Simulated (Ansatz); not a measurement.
Ideal-gas functions of `[NH2][Cd][F]` at 298.15 K and 1 bar, from an Ansatz frequency run at PBE0-D4/def2-TZVP.

Molar mass 147.43 g/mol, point group Cs (symmetry number 1), electronic degeneracy 1, moments of inertia 1.787, 138.673, 139.534 u Å². Harmonic wavenumbers (cm⁻¹, unscaled): 142, 145, 522, 617, 660, 844, 1562, 3516, 3608.

Use S(trans) = R[1.5 ln M + 2.5 ln T − 1.1517]; rotational temperatures θ = 24.2544 K / I; S(rot) = R[ln(√π/σ · √(T³/θAθBθC)) + 1.5]; for each mode x = 1.438777 ν̃/T, S = R[x/(eˣ − 1) − ln(1 − e⁻ˣ)] and H = RT x/(eˣ − 1); 1 cm⁻¹ = 0.0119627 kJ/mol; R = 8.31446 J/(mol·K).

By hand: the entropy, in J/(mol·K).

Translation 171.1. Rotation: θ = 13.5727, 0.1749, 0.1738 K, giving 92.0. Vibration, mode by mode: 11.62, 11.45, 2.53, 1.76, 1.49, 0.73, 0.04, 0.00, 0.00, in all 29.6. Electronic 0.0. Sum 292.7 J/(mol·K).

By hand: H − E and G − E in kJ/mol, counted from the electronic energy.

Zero-point energy ½ × 11616 × 0.0119627 = 69.5; thermal vibration 4.9; translation, rotation and pV give 4 RT = 9.9. H − E = 84.3 kJ/mol, and G − E = 84.3 − 298.15 × 292.7/1000 = -3.0 kJ/mol.

Vibration gives 10 % of the entropy, 23.1 J/(mol·K) of it from the modes under 150 cm⁻¹: soft modes count most, and the harmonic formula is weakest for them. The sum counts one conformer and one mirror image; others add a mixing term.
